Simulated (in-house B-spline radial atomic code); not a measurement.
Values are calculated unless marked as measured or tabulated.
# Correlation energy from the adiabatic connection: −V exp(−r²/w²), V = 1.09, w = 13.4

Two electrons in a singlet, external potential −V exp(−r²/w²), V = 1.09, w = 13.4 (atomic units). Full CI in B-splines (partial waves to l = 8, correlation up to 0.6 % small) with the density held fixed gives W(λ) = <V_ee>_λ − U, and E_c is the integral of W(λ) − W(0) from 0 to 1.

```tsv
λ	W(λ) − W(0) (hartree)
0	0.00000
0.02	-0.00201
0.05	-0.00487
0.12	-0.01085
0.25	-0.01986
0.4	-0.02776
0.6	-0.03552
0.8	-0.04122
1	-0.04559
```

Question: Integrate the table by the trapezoid rule.

Answer: The strips give -0.00002, -0.00010, -0.00055, -0.00200, -0.00357, -0.00633, -0.00767, -0.00868, which sum to -0.02892 hartree. The direct value, W(1) − W(0) + T_c with T_c = 0.01651, is -0.02907; the curve is convex, so chords lie above it and the trapezoids fall short in size by 0.52 %.

Question: Now use only three numbers: W(0) = -0.21287, the initial slope W'(0) = -0.1029 (extrapolated from the first points) and the strong-coupling limit of the point-charge-plus-continuum model, W∞ = -0.28975. What do second-order theory and the interpolation W(λ) = W∞ + (W(0) − W∞)/√(1 + 2χλ) of Seidl, Perdew and Levy give?

Answer: Second order keeps the slope alone: E_c = W'(0)/2 = -0.05145, +77 % in size against -0.02907. Matching the slope fixes χ = W'(0)/(W∞ − W(0)) = -0.1029/(-0.07688) = 1.33845. Integrating, with s = √(1 + 2χ) = 1.917524, E_c = −(W(0) − W∞)(s − 1)/(s + 1) = −0.07688 × 0.917524/2.917524 = -0.02418 hartree, -16.8 % in size against the full result. At λ = 1 the formula gives W − W(0) = -0.03679 against -0.04559. Part of the miss can come from the model's W∞.
